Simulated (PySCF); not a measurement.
PySCF job for CH6BClO2Si, SMILES OB(O)C[SiH2]Cl, TDA-PBE0/def2-SVPD. Coordinates come from a PBE0-D3(BJ)/def2-SVP optimisation. This is a generated structure with no PubChem entry under its InChIKey; it may be hypothetical. The values are those of a single conformer.

```python
import numpy as np
from pyscf import gto, scf, dft, tdscf

mol = gto.M(
    atom='''
    Si    0.88691523   -0.31059003    0.31786138
    Cl    2.65806223    0.44065757   -0.46024621
    C    -0.58311904    0.50968349   -0.49153355
    B    -1.94618195   -0.07538992    0.07584508
    O    -2.81427060   -0.80162184   -0.67641941
    O    -2.30381110    0.08847212    1.37905676
    H     0.89210943   -0.03292225    1.78445989
    H     0.87810103   -1.78276836    0.09105182
    H    -0.48602093    0.39948823   -1.58396154
    H    -0.50798806    1.58846514   -0.26814566
    H    -2.53197990   -0.89484600   -1.58888601
    H    -1.67381483    0.60371151    1.88848462
    ''',
    basis='def2-SVPD',
    charge=0,
    spin=0,
    max_memory=1600,
    verbose=4,
)
mf = dft.RKS(mol, xc='pbe0').density_fit(auxbasis='def2-universal-jkfit')
mf.grids.level = 3
mf.conv_tol = 1e-9
mf.max_cycle = 100
mf.kernel()
mf.grids = dft.Grids(mol).set(level=1).build(with_non0tab=True)  # coarser grid for the response kernel
td = tdscf.TDA(mf)
td.singlet = True
td.nstates = 10
td.conv_tol = 1e-4
td.positive_eig_threshold = 1e-6
td.kernel(x0=td.get_init_guess(mf, 15))
td.analyze()
tt = tdscf.TDA(mf)
tt.singlet = False
tt.nstates = 4
tt.conv_tol = 1e-4
tt.positive_eig_threshold = 1e-6
tt.kernel(x0=tt.get_init_guess(mf, 9))
tt.analyze(verbose=3)
```

Program output:

```
PySCF version 2.14.0

[INPUT] verbose = 4
[INPUT] num. atoms = 12
[INPUT] num. electrons = 64
[INPUT] charge = 0
[INPUT] spin (= nelec alpha-beta = 2S) = 0
[INPUT] symmetry False subgroup None
[INPUT] Mole.unit = angstrom
[INPUT] Symbol           X                Y                Z      unit          X                Y                Z       unit  Magmom
[INPUT]  1 Si     0.886915230000  -0.310590030000   0.317861380000 AA    1.676026880406  -0.586930093720   0.600670953776 Bohr   0.0
[INPUT]  2 Cl     2.658062230000   0.440657570000  -0.460246210000 AA    5.023009636751   0.832722122016  -0.869739286769 Bohr   0.0
[INPUT]  3 C     -0.583119040000   0.509683490000  -0.491533550000 AA   -1.101935283619   0.963162206312  -0.928863790535 Bohr   0.0
[INPUT]  4 B     -1.946181950000  -0.075389920000   0.075845080000 AA   -3.677750874072  -0.142466301353   0.143326429096 Bohr   0.0
[INPUT]  5 O     -2.814270600000  -0.801621840000  -0.676419410000 AA   -5.318200674415  -1.514845733070  -1.278247430240 Bohr   0.0
[INPUT]  6 O     -2.303811100000   0.088472120000   1.379056760000 AA   -4.353572021733   0.167188076460   2.606039586630 Bohr   0.0
[INPUT]  7 H      0.892109430000  -0.032922250000   1.784459890000 AA    1.685842495842  -0.062214035904   3.372140472371 Bohr   0.0
[INPUT]  8 H      0.878101030000  -1.782768360000   0.091051820000 AA    1.659370456398  -3.368943943940   0.172063002943 Bohr   0.0
[INPUT]  9 H     -0.486020930000   0.399488230000  -1.583961540000 AA   -0.918446448506   0.754923344687  -2.993253502444 Bohr   0.0
[INPUT] 10 H     -0.507988060000   1.588465140000  -0.268145660000 AA   -0.959958307949   3.001764073019  -0.506721858891 Bohr   0.0
[INPUT] 11 H     -2.531979900000  -0.894846000000  -1.588886010000 AA   -4.784748563904  -1.691013863663  -3.002559402053 Bohr   0.0
[INPUT] 12 H     -1.673814830000   0.603711510000   1.888484620000 AA   -3.163051611935   1.140849412148   3.568718722253 Bohr   0.0

nuclear repulsion = 334.921766626348
number of shells = 79
number of NR pGTOs = 273
number of NR cGTOs = 185
basis = def2-SVPD
ecp = {}


******** <class 'pyscf.df.df_jk.DFRKS'> ********
method = DFRKS
initial guess = minao
damping factor = 0
level_shift factor = 0
DIIS = <class 'pyscf.scf.diis.CDIIS'>
diis_start_cycle = 1
diis_space = 8
diis_damp = 0
SCF conv_tol = 1e-09
SCF conv_tol_grad = None
SCF max_cycles = 100
direct_scf = False
XC library pyscf.dft.libxc version 7.1.2
    S. Lehtola, C. Steigemann, M. J. T. Oliveira, and M. A. L. Marques,  SoftwareX 7, 1–5 (2018)
XC functionals = pbe0
    C. Adamo and V. Barone,  J. Chem. Phys. 110, 6158 (1999)
    M. Ernzerhof and G. E. Scuseria,  J. Chem. Phys. 110, 5029 (1999)
radial grids:
    Treutler-Ahlrichs [JCP 102, 346 (1995); DOI:10.1063/1.469408] (M4) radial grids

becke partition: Becke, JCP 88, 2547 (1988); DOI:10.1063/1.454033
pruning grids: <function nwchem_prune>
grids dens level: 3
symmetrized grids: False
atomic radii adjust function: <function treutler_atomic_radii_adjust>
small_rho_cutoff = 0
Set gradient conv threshold to 3.16228e-05
Initial guess from minao.
tot grids = 153240
******** <class 'pyscf.df.df.DF'> ********
auxbasis = def2-universal-jkfit
init E= -966.419530573139
  HOMO = -0.347644930066454  LUMO = -0.0597360108454934  gap/eV = 7.83440
cycle= 1 E= -965.846921762471  delta_E= 0.573  |g|= 0.864  |ddm|= 4.39
  HOMO = -0.203844982838959  LUMO = -0.0150020796418788  gap/eV = 5.13868
cycle= 2 E= -965.673351807279  delta_E= 0.174  |g|= 1.29  |ddm|= 1.94
  HOMO = -0.314936136830232  LUMO = -0.0181435790448776  gap/eV = 8.07614
cycle= 3 E= -965.995371185569  delta_E= -0.322  |g|= 0.103  |ddm|=  1.1
  HOMO = -0.326741378134673  LUMO = -0.0184901527180541  gap/eV = 8.38794
cycle= 4 E= -965.997486269948  delta_E= -0.00212  |g|= 0.0386  |ddm|= 0.148
  HOMO = -0.32347534197674  LUMO = -0.0174993026248815  gap/eV = 8.32603
cycle= 5 E= -965.997871837594  delta_E= -0.000386  |g|= 0.00593  |ddm|= 0.0495
  HOMO = -0.32335563676959  LUMO = -0.0175381422072829  gap/eV = 8.32172
cycle= 6 E= -965.997880496054  delta_E= -8.66e-06  |g|= 0.00149  |ddm|= 0.0101
  HOMO = -0.323443613685281  LUMO = -0.0175184637165668  gap/eV = 8.32465
cycle= 7 E= -965.99788105109  delta_E= -5.55e-07  |g|= 0.000471  |ddm|= 0.00291
  HOMO = -0.323437290301851  LUMO = -0.0175340256708751  gap/eV = 8.32405
cycle= 8 E= -965.997881110063  delta_E= -5.9e-08  |g|= 0.000124  |ddm|= 0.000787
  HOMO = -0.323426712761635  LUMO = -0.0175289214801242  gap/eV = 8.32390
cycle= 9 E= -965.997881113743  delta_E= -3.68e-09  |g|= 3.92e-05  |ddm|= 0.000197
  HOMO = -0.323427894626092  LUMO = -0.0175286671674075  gap/eV = 8.32394
cycle= 10 E= -965.997881114003  delta_E= -2.6e-10  |g|= 1.42e-05  |ddm|= 4.41e-05
  HOMO = -0.323429607670695  LUMO = -0.0175297481522909  gap/eV = 8.32396
Extra cycle  E= -965.997881113958  delta_E= 4.46e-11  |g|= 2.05e-05  |ddm|= 3.57e-05
converged SCF energy = -965.997881113958
tot grids = 48280
Overwritten attributes  positive_eig_threshold  of <class 'pyscf.tdscf.rks.TDA'>


******** <class 'pyscf.tdscf.rks.TDA'> for <class 'pyscf.df.df_jk.DFRKS'> ********
nstates = 10 singlet
deg_eia_thresh = 1.000e-03
wfnsym = None
conv_tol = 0.0001
eigh lindep = 1e-12
eigh level_shift = 0
eigh max_cycle = 100


Excitation energies (eV)
[7.1349765  7.32042919 7.53558725 7.73435139 7.89936611 7.99066163
 8.22760358 8.37741944 8.43528793 8.5047688 ]

** Singlet excitation energies and oscillator strengths **
Excited State   1:      7.13498 eV    173.77 nm  f=0.0073
      32 -> 33       -0.65922
      32 -> 34        0.22820
Excited State   2:      7.32043 eV    169.37 nm  f=0.0132
      31 -> 33       -0.59687
      31 -> 34        0.36177
Excited State   3:      7.53559 eV    164.53 nm  f=0.0847
      29 -> 33        0.15312
      32 -> 33        0.22784
      32 -> 34        0.64002
Excited State   4:      7.73435 eV    160.30 nm  f=0.0019
      30 -> 33        0.16298
      31 -> 33       -0.34066
      31 -> 34       -0.57079
      31 -> 35       -0.10297
Excited State   5:      7.89937 eV    156.95 nm  f=0.0019
      30 -> 33       -0.65689
      30 -> 34       -0.13208
      31 -> 34       -0.13566
Excited State   6:      7.99066 eV    155.16 nm  f=0.0137
      29 -> 33       -0.63116
      29 -> 34        0.18076
      32 -> 34        0.12763
Excited State   7:      8.22760 eV    150.69 nm  f=0.0341
      29 -> 33       -0.11126
      29 -> 34       -0.34146
      32 -> 35        0.53728
      32 -> 36        0.21321
Excited State   8:      8.37742 eV    148.00 nm  f=0.0288
      28 -> 33        0.13747
      29 -> 33       -0.17444
      29 -> 34       -0.48769
      29 -> 36        0.11205
      30 -> 34       -0.10920
      32 -> 35       -0.39784
Excited State   9:      8.43529 eV    146.98 nm  f=0.0071
      28 -> 33       -0.17298
      29 -> 34       -0.17772
      30 -> 34       -0.15898
      32 -> 35        0.11248
      32 -> 36       -0.58854
Excited State  10:      8.50477 eV    145.78 nm  f=0.0038
      31 -> 35        0.59681
      31 -> 36        0.31298
      31 -> 37       -0.12442

** Transition electric dipole moments (AU) **
state          X           Y           Z        Dip. S.      Osc.
  1         0.1066     -0.1058      0.1381      0.0416      0.0073
  2        -0.0223      0.2023      0.1788      0.0734      0.0132
  3         0.6679     -0.0686      0.0897      0.4588      0.0847
  4        -0.0104      0.0069      0.0982      0.0098      0.0019
  5         0.0617     -0.0301     -0.0727      0.0100      0.0019
  6         0.2615     -0.0371      0.0188      0.0701      0.0137
  7        -0.4061     -0.0623      0.0140      0.1690      0.0341
  8        -0.0390     -0.1514      0.3407      0.1405      0.0288
  9         0.1555      0.0192     -0.0980      0.0342      0.0071
 10         0.0245     -0.0946     -0.0940      0.0184      0.0038

** Transition velocity dipole moments (imaginary part, AU) **
state          X           Y           Z        Dip. S.      Osc.
  1         0.0129     -0.0296      0.0453      0.0031      0.0079
  2        -0.0096      0.0665      0.0540      0.0074      0.0184
  3         0.1625     -0.0115      0.0246      0.0271      0.0654
  4        -0.0055     -0.0073      0.0138      0.0003      0.0006
  5         0.0148     -0.0025     -0.0082      0.0003      0.0007
  6         0.0346      0.0088     -0.0029      0.0013      0.0029
  7        -0.1040     -0.0333      0.0110      0.0120      0.0266
  8        -0.0108     -0.0533      0.0977      0.0125      0.0271
  9         0.0095      0.0014     -0.0276      0.0009      0.0018
 10         0.0127     -0.0373     -0.0359      0.0028      0.0061

** Transition magnetic dipole moments (imaginary part, AU) **
state          X           Y           Z
  1         0.0342      0.6644      0.4991
  2        -0.2659      0.7502     -0.8736
  3        -0.1017      0.7446      0.7583
  4         1.2532      0.0502      0.1481
  5        -0.1634     -0.2177      0.1503
  6         0.0285     -0.0895      0.1153
  7        -0.0765      0.0011     -0.1587
  8        -0.1992      0.0237     -0.2238
  9         0.2238     -0.3466     -0.0145
 10        -0.2170      0.5037     -0.5223


******** <class 'pyscf.tdscf.rks.TDA'> for <class 'pyscf.df.df_jk.DFRKS'> ********
nstates = 4 triplet
deg_eia_thresh = 1.000e-03
wfnsym = None
conv_tol = 0.0001
eigh lindep = 1e-12
eigh level_shift = 0
eigh max_cycle = 100


Excitation energies (eV)
[6.734858   6.91097355 7.2542962  7.49670539]

** Triplet excitation energies and oscillator strengths **
Excited State   1:      6.73486 eV    184.09 nm  f=0.0000
Excited State   2:      6.91097 eV    179.40 nm  f=0.0000
Excited State   3:      7.25430 eV    170.91 nm  f=0.0000
Excited State   4:      7.49671 eV    165.38 nm  f=0.0000
```

The calculation finished and met its thresholds.
